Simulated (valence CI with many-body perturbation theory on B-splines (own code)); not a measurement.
# E1 line list for Tl⁶⁷⁺

Computed by relativistic CI+MBPT: four valence electrons over a frozen Dirac-Fock core [Ne], a basis of 11 s, 11 p, 9 d, 7 f, 5 g, 2 h, 1 i functions for each j, with the one-electron correlation potential Σ1, the two-electron term Σ2, the three-electron term Σ3, Breit, model QED; selected CI, second order for the rest (own B-spline code, finite nucleus).

The last digits are not significant, and no measured levels were compared; by estimate large intervals hold to a few tenths of a per cent, small ones and those within an open d or f shell to about a per cent.

Lines 101 to 150 of 274 in falling wavelength, among levels below 131.18 Ry, chosen from the strongest by gf and those to the six lowest levels. Wavelengths and rates use the calculated energies. Electric multipoles are in the length gauge, E1 and E2 with the static RPA response of the core. Weak lines are less certain than strong ones. Lines between different terms over intervals too small for the method are left out, as are lines whose strength nearly cancels. The highest levels of a list are the least certain.

Levels are named by their leading jj configuration (3d3/2^4 stands for four electrons in 3d with j = 3/2), which in mixed levels can hold well under half, so a name can repeat and another be missing. Letters in brackets count levels of one name in rising energy.

```csv
λ vac (Å),Upper,Lower,A (s⁻¹),S (a.u.) with core polarisation,S without
31.65,(3s^2 3p3/2 3d5/2) J=1,(3s^2 3p3/2^2) J=0,5.02e+11,2.36e-02,2.38e-02
31.61,(3s^2 3d3/2 3d5/2) J=2,(3s^2 3p3/2 3d3/2) J=2,1.88e+11,1.46e-02,1.48e-02
31.61,(3s^2 3d3/2 3d5/2) J=2,(3s^2 3p3/2 3d3/2) J=1,3.22e+11,2.51e-02,2.54e-02
31.60,(3s 3p1/2^2 3d5/2) J=3,(3s 3p1/2^2 3p3/2) J=2,3.38e+11,3.68e-02,3.72e-02
31.56,(3s^2 3p1/2 3d5/2) J=2,(3s^2 3p1/2 3p3/2) J=1,4.54e+11,3.53e-02,3.57e-02
31.56,(3s 3p1/2 3p3/2 3d5/2) J=1 [c],(3s 3p1/2 3p3/2^2) J=1 [a],3.95e+11,1.84e-02,1.86e-02
31.45,(3s 3p1/2 3p3/2 3d5/2) J=2 [b],(3s 3p1/2 3p3/2^2) J=3,1.28e+11,9.81e-03,9.93e-03
31.39,(3s 3p1/2 3p3/2 3d5/2) J=2 [c],(3s 3p1/2 3p3/2^2) J=1 [a],4.71e+11,3.60e-02,3.64e-02
31.37,(3s 3p1/2 3p3/2 3d5/2) J=3 [a],(3s 3p1/2 3p3/2^2) J=2 [a],5.26e+11,5.61e-02,5.68e-02
31.35,(3s 3p1/2 3p3/2 3d5/2) J=3 [d],(3s 3p1/2 3p3/2^2) J=2 [b],5.84e+11,6.21e-02,6.28e-02
31.30,(3s^2 3d3/2 3d5/2) J=1,(3s^2 3p3/2 3d3/2) J=0,2.57e+11,1.17e-02,1.18e-02
31.29,(3s 3p1/2 3p3/2 3d5/2) J=2 [c],(3s 3p1/2 3p3/2^2) J=2 [b],1.88e+11,1.42e-02,1.44e-02
31.28,(3s 3p1/2 3p3/2 3d5/2) J=0,(3s 3p1/2 3p3/2^2) J=1 [a],1.79e+11,2.71e-03,2.74e-03
31.28,(3s 3p1/2 3p3/2 3d5/2) J=1 [b],(3s 3p1/2 3p3/2^2) J=0,2.87e+11,1.30e-02,1.32e-02
31.21,(3s^2 3d3/2 3d5/2) J=1,(3s^2 3p3/2 3d3/2) J=1,2.40e+11,1.08e-02,1.09e-02
31.08,(3s^2 3d3/2 3d5/2) J=4,(3s^2 3p3/2 3d3/2) J=3,5.19e+11,6.92e-02,7.00e-02
30.81,(3s^2 3p3/2 3d5/2) J=3,(3s^2 3p3/2^2) J=2,9.16e+11,9.26e-02,9.36e-02
30.57,(3s 3p1/2 3p3/2 3d5/2) J=4 [c],(3s 3p1/2 3p3/2^2) J=3,3.48e+11,4.41e-02,4.46e-02
30.45,(3s 3p1/2 3p3/2 3d5/2) J=3 [b],(3s 3p1/2 3p3/2^2) J=2 [a],1.33e+11,1.30e-02,1.31e-02
30.39,(3s 3p1/2^2 3d5/2) J=2,(3s 3p1/2^2 3p3/2) J=2,7.24e+10,5.01e-03,5.08e-03
30.37,(3s 3p1/2 3p3/2 3d5/2) J=1 [a],(3s 3p1/2 3p3/2^2) J=2 [a],7.30e+10,3.03e-03,3.06e-03
29.92,(3s^2 3p3/2 3d5/2) J=1,(3s^2 3p3/2^2) J=2,8.62e+10,3.42e-03,3.46e-03
29.27,(3s 3p1/2 3p3/2 3d5/2) J=3 [d],(3s 3p1/2 3p3/2^2) J=3,5.98e+10,5.19e-03,5.25e-03
29.26,(3s 3p1/2 3p3/2 3d5/2) J=3 [c],(3s 3p1/2 3p3/2^2) J=2 [a],1.59e+11,1.38e-02,1.40e-02
28.59,(3s 3p1/2 3p3/2 3d5/2) J=2 [d],(3s 3p1/2 3p3/2^2) J=3,4.14e+10,2.39e-03,2.42e-03
17.42,(3s 3p1/2 3p3/2 3d3/2) J=2 [a],(3s^2 3p1/2 3d3/2) J=2,4.58e+10,5.98e-04,6.06e-04
17.28,(3s 3p1/2 3p3/2^2) J=2 [a],(3s^2 3p1/2 3p3/2) J=2,2.82e+10,3.59e-04,3.64e-04
17.23,(3s 3p1/2 3p3/2 3d5/2) J=2 [a],(3s^2 3p1/2 3d5/2) J=2,5.22e+11,6.59e-03,6.68e-03
17.18,(3s 3p1/2 3p3/2 3d3/2) J=1 [a],(3s^2 3p1/2 3d3/2) J=2,4.45e+10,3.34e-04,3.38e-04
17.04,(3s 3p1/2 3p3/2^2) J=2 [a],(3s^2 3p1/2 3p3/2) J=1,1.09e+12,1.33e-02,1.35e-02
17.03,(3s 3p1/2 3p3/2 3d3/2) J=3 [a],(3s^2 3p1/2 3d3/2) J=2,4.20e+10,7.18e-04,7.27e-04
17.03,(3s 3p1/2 3p3/2 3d3/2) J=2 [c],(3s^2 3p1/2 3d3/2) J=1,1.34e+11,1.63e-03,1.65e-03
16.92,(3s 3p1/2 3p3/2 3d3/2) J=2 [a],(3s 3p1/2^2 3p3/2) J=1,3.83e+11,4.58e-03,4.64e-03
16.84,(3p1/2^2 3p3/2^2) J=2,(3s^2 3p1/2 3d3/2) J=2,1.06e+11,1.25e-03,1.27e-03
16.78,(3s 3p1/2 3p3/2^2) J=3,(3s^2 3p1/2 3p3/2) J=2,7.71e+11,1.26e-02,1.27e-02
16.76,(3s 3p1/2 3p3/2 3d3/2) J=0 [a],(3s 3p1/2^2 3p3/2) J=1,1.10e+11,2.56e-04,2.59e-04
16.75,(3s 3p1/2 3p3/2 3d5/2) J=3 [b],(3s^2 3p1/2 3d5/2) J=3,5.61e+11,9.10e-03,9.22e-03
16.70,(3s 3p1/2 3p3/2 3d3/2) J=1 [a],(3s 3p1/2^2 3p3/2) J=1,3.12e+07,2.15e-07,2.19e-07
16.66,(3s 3p1/2 3p3/2 3d5/2) J=4 [b],(3s^2 3p1/2 3d5/2) J=3,2.78e+11,5.70e-03,5.78e-03
16.56,(3s 3p1/2 3p3/2 3d5/2) J=2 [b],(3s^2 3p1/2 3d5/2) J=3,6.55e+11,7.34e-03,7.43e-03
16.55,(3p1/2^2 3p3/2 3d3/2) J=2,(3s 3p1/2^2 3d3/2) J=2,3.40e+11,3.81e-03,3.86e-03
16.38,(3s 3p1/2 3p3/2 3d5/2) J=3 [c],(3s^2 3p1/2 3d5/2) J=3,1.54e+11,2.34e-03,2.37e-03
16.37,(3p1/2^2 3p3/2^2) J=2,(3s 3p1/2^2 3p3/2) J=1,1.41e+12,1.53e-02,1.55e-02
16.36,(3p1/2^2 3p3/2 3d3/2) J=2,(3s 3p1/2^2 3d3/2) J=1,1.28e+11,1.39e-03,1.40e-03
16.34,(3s 3p1/2 3p3/2 3d5/2) J=3 [c],(3s^2 3p1/2 3d5/2) J=2,3.37e+12,5.08e-02,5.14e-02
16.31,(3s 3p1/2 3p3/2 3d3/2) J=2 [d],(3s^2 3p1/2 3d3/2) J=1,3.60e+12,3.86e-02,3.91e-02
16.31,(3s 3p1/2 3p3/2 3d5/2) J=4 [c],(3s^2 3p1/2 3d5/2) J=3,2.18e+12,4.19e-02,4.25e-02
16.31,(3s 3p1/2 3p3/2 3d3/2) J=1 [d],(3s^2 3p1/2 3d3/2) J=1,1.37e+12,8.79e-03,8.91e-03
16.29,(3s 3p1/2 3p3/2^2) J=0,(3s^2 3p1/2 3p3/2) J=1,1.40e+12,2.99e-03,3.03e-03
16.26,(3s 3p1/2 3p3/2 3d3/2) J=2 [a],(3s 3p1/2^2 3p3/2) J=2,8.56e+10,9.09e-04,9.20e-04
```
